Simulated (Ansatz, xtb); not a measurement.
## Two isomers of C2H9B2N

Structure X is `BNBCC`, a singlet and structure Y is `BN(B)CC`, a singlet. Both are isolated molecules in the gas phase, relaxed with r2SCAN-D4/def2-SVP; the shapes shown needn't be the lowest conformers.

X (Å):

```xyz
14

C     0.3159   -1.2763   -0.9639
C     0.9612   -2.3125   -1.8896
B    -0.1070    1.7837   -0.0165
B     1.3276   -0.3574   -0.1961
N     1.0508    0.9954    0.2041
H    -1.0304    1.3341   -0.6483
H    -0.1489    2.9030    0.4379
H     1.7924    1.4433    0.7387
H     2.4098   -0.8026    0.1354
H    -0.2326   -1.8080   -0.1555
H    -0.4604   -0.6984   -1.4928
H     1.7003   -2.9273   -1.3509
H     0.2164   -2.9948   -2.3295
H     1.4929   -1.8284   -2.7253
```

Y (Å):

```xyz
14

C     1.3013    0.1546    0.3890
C     0.8277   -1.1782   -0.1676
B     0.6631    1.9560   -1.2319
B     2.9992    1.1027   -1.1911
N     1.6653    1.1007   -0.6856
H     0.9534    2.7097   -2.1254
H    -0.4590    1.9058   -0.7812
H     3.2905    1.8560   -2.0847
H     3.8103    0.3465   -0.7067
H     0.5107    0.6108    1.0057
H     2.1791    0.0047    1.0374
H     0.5610   -1.8702    0.6464
H    -0.0594   -1.0424   -0.8073
H     1.6161   -1.6509   -0.7757
```

Quicker runs give these differences E(Y) − E(X): GFN2-xTB −23.2 kJ/mol; HF/STO-3G +39.7 kJ/mol (at GFN2-xTB geometries); r2SCAN-D4/def2-SVP//GFN2-xTB +63.7 kJ/mol.

Problem. Estimate E(Y) − E(X) at the level CCSD(T)/def2-SVP + ΔMP2/def2-TZVPP.

Solution. Calculated at CCSD(T)/def2-SVP + ΔMP2/def2-TZVPP: E(Y) − E(X) = +54.5 kJ/mol, so structure X lies lower.

Level by level:

| level | geometry | E(Y) − E(X) (kJ/mol) | departure from the last row (kJ/mol) | job, with rough time for the two |
| --- | --- | --- | --- | --- |
| GFN2-xTB | GFN2-xTB | −23.2 | −77.7 | optimisation, 0.41 s |
| HF/STO-3G | GFN2-xTB | +39.7 | −14.8 | single point, 0.36 s |
| r2SCAN-D4/def2-SVP//GFN2-xTB | GFN2-xTB | +63.7 | +9.2 | single point, 2.9 s |
| r2SCAN-D4/def2-SVP | r2SCAN-D4/def2-SVP | +63.1 | +8.6 | optimisation, 50 s |
| HF/def2-SVP | r2SCAN-D4/def2-SVP | +60.1 | +5.6 | part of the CCSD(T) run |
| MP2/def2-SVP | r2SCAN-D4/def2-SVP | +54.8 | +0.3 | part of the CCSD(T) run |
| CCSD(T)/def2-SVP | r2SCAN-D4/def2-SVP | +52.6 | −1.9 | single point |
| CCSD(T)/def2-SVP + ΔMP2/def2-TZVPP | r2SCAN-D4/def2-SVP | +54.5 |  | single point, 32 s |

As drawn, Y has 1 C–N, 1 B–H in place of 1 C–B, 1 N–H.

GFN2-xTB puts the two in the other order. The largest departure from CCSD(T)/def2-SVP + ΔMP2/def2-TZVPP is that of GFN2-xTB, 77.7 kJ/mol. The last row adds to CCSD(T) the change of the MP2 difference between the two basis sets, here +1.9 kJ/mol.

With thermal terms from frequencies at re-optimised GFN2-xTB minima (ideal gas, soft modes damped towards free rotors, one conformer each, 298.15 K, 1 atm): on the last row, ΔE + ΔZPE = +52.0, ΔH = +50.9, ΔG = +53.8 kJ/mol.

The correlated steps freeze 5 core orbitals. Run with Ansatz 0.2.0, xtb 6.7.1; the last row on 2 threads of Intel(R) Xeon(R) Platinum 8375C CPU @ 2.90GHz (Ice Lake) on a shared host.
